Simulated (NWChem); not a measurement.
A series in which one site is exchanged, each optimised at PBE0/def2-SVP with NWChem, gas phase unless a solvent is named. For some, no frequency run checked for a minimum. def2 effective core potentials on Cd, I; no spin-orbit coupling.

A: [Cl][CdH] (CdHCl; site = H)
B: [Cl][Cd][I] (CdICl; site = I)
C: [Cl][Cd][Br] (CdBrCl; site = Br)
D: [Cl][Cd][F] (CdClF; site = F)

Values for A:

- dipole (D), PBE0/def2-SVP: 2.12
- orbital gap (eV), PBE0/def2-SVP: 7.63
- lowest singlet excitation, PBE/def2-SVPD, TDA (eV): 5.61

Problem. How do these values change for the other members?

Solution. 
| change from A | B | C | D |
|---|---|---|---|
| dipole (D), PBE0/def2-SVP | -1.47 | -1.89 | -1.79 |
| orbital gap (eV), PBE0/def2-SVP | -2.02 | -1.42 | -0.90 |
| lowest singlet excitation, PBE/def2-SVPD, TDA (eV) | -1.81 | -1.36 | -0.96 |
